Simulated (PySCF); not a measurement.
**One reaction down a group: Ti, Zr, Hf**

The same gas-phase reaction for Ti, Zr, Hf:
- TiCl2(OH)2 + 3 Cl → TiCl4.H2O + ClO
- ZrCl2(OH)2 + 3 Cl → ZrCl4.H2O + ClO
- HfCl2(OH)2 + 3 Cl → HfCl4.H2O + ClO

Computed with PySCF and rigid-rotor harmonic-oscillator thermochemistry at 1 bar. † marks an energy on the PBE0/def2-TZVP geometry and frequencies; other levels use their own. Open shells (unrestricted): Cl (multiplicity 2, electronic degeneracy 6), ClO (multiplicity 2, electronic degeneracy 4); the rest are closed-shell singlets. Spin-orbit splitting is ignored; it lowers the true energy and changes the entropy of Cl, ClO. B3LYP is the form with VWN-RPA correlation. Hf, Zr: scalar-relativistic def2 core potential, no spin-orbit coupling. Adducts (TiCl4.H2O, ZrCl4.H2O, HfCl4.H2O) have no counterpoise correction, and HF, PBE, BLYP, B3LYP and PBE0 lack dispersion. TiCl2(OH)2, TiCl4.H2O, ZrCl2(OH)2, ZrCl4.H2O, HfCl2(OH)2, HfCl4.H2O: computed as isolated molecules; such fragments, hydroxides, amides, oligomers or adducts are transient or little studied in the gas. The harmonic model lacks anharmonicity and excited electronic states, which grow with temperature; levels with a mode under 35 cm⁻¹ are left out. Soft modes under 120 cm⁻¹ make the harmonic entropy rough for TiCl2(OH)2, TiCl4.H2O, ZrCl2(OH)2, ZrCl4.H2O, HfCl2(OH)2, HfCl4.H2O.

ΔH°(298 K) in kJ, by level:

```tsv
level	Ti	Zr	Hf
ωB97M-V/def2-TZVP†	-272.9	-315.4	-320.0
PBE0/def2-TZVP	-274.9	-315.9	-319.1
B3LYP/def2-TZVP†	-236.7	-275.4	-276.2
PBE0/def2-QZVP†	-276.5	-315.4	-316.8
PBE0/def2-SVP†	-247.1	-293.5	-300.9
```

At ωB97M-V/def2-TZVP†, ΔH° falls from Ti to Hf, over a range of 47.1 kJ; the steps are -42.5, -4.6 kJ. 5 of the 5 levels shown give the same order. The levels scatter most for Hf (43.8 kJ between the highest and the lowest) and least for Ti (39.8 kJ). ΔS°(298 K) runs from -233.5 to -227.3 J/K, so TΔS° at 298 K spreads over 1.8 kJ among the members, against 47.1 kJ for ΔH°.

Free energies at ωB97M-V/def2-TZVP†:

```csv
member,"ΔS°(298 K), J/K","ΔG°(298 K), kJ","ΔG°(1600 K), kJ",ΔG° changes sign
Ti,-233.5,-203,110,1000 to 1200 K
Zr,-227.3,-248,58,1200 to 1400 K
Hf,-229.2,-252,57,1200 to 1400 K
```

The NASA 1993 table holds none of these reactions whole; the comparison is among the levels.
